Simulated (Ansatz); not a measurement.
Cartesian coordinates (Å):
SMILES: CC(O)=S
```xyz
8

C     -0.9720    -0.0408    -0.0013
C      0.4954     0.1891    -0.1239
O      1.1819    -0.7409     0.5570
S      1.2229     1.3920    -0.9539
H     -1.5303     0.6875    -0.5805
H     -1.2123    -1.0540    -0.3358
H     -1.2600     0.0215     1.0524
H      2.1249    -0.5315     0.4398
```
Charge 0, spin multiplicity 1.

These are Ansatz (an electronic-structure program) with frozen-core CCSD(T)/cc-pVTZ // r2SCAN-D4/def2-TZVP values and carry that method's errors.

- HF energy = -550.52938 Ha
- MP2 correlation energy = -0.74439 Ha

**Question.** Estimate the CCSD correlation energy, the (T) correction, the total energy and the T1 diagnostic.

**Answer.** 
```json
{
 "CCSD correlation energy": "-0.77213 Ha",
 "(T) correction": "-0.03591 Ha",
 "CCSD(T) total energy": "-551.33741 Ha",
 "T1 diagnostic": "0.017"
}
```
